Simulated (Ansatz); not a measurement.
The molecule SiCl-, multiplicity 3 (lowest of 2S+1 = 1, 3, 5 at CCSD(T)/def2-TZVPP on PBE0 minima; our sources give no spin for the ground state, which may be another).

The constants come from a fifth-degree fit in 1/R (seven points, main isotopes). In def2 and cc sets the state is the lowest found near the PBE0 minimum, followed along R.

Codes used: Ansatz (an electronic-structure program) with Gaussian orbitals. Each number belongs to the level named beside it.

Energies at PBE/def2-TZVPP:

| R (Å) | E (hartree) |
|---|---|
| 2.083873 | -749.38485591 |
| 2.139891 | -749.38802595 |
| 2.191427 | -749.38965750 |
| 2.249686 | -749.39033852 |
| 2.307945 | -749.39005829 |
| 2.375167 | -749.38883498 |
| 2.453592 | -749.38652770 |

**Question.** With a reduced mass of 15.5423 u, find the minimum, the force constant and the constants.

**Answer.** A fifth-degree polynomial in 1/R puts the minimum at r_e = 2.2595 Å with force constant 117 N/m. Then ω_e = (1/2πc)√(k/μ) = 358 cm⁻¹ and B_e = h/(8π²cμr_e²) = 0.2124 cm⁻¹; the cubic and quartic terms give α_e = 0.0018 and ω_e x_e = 2.2 cm⁻¹.
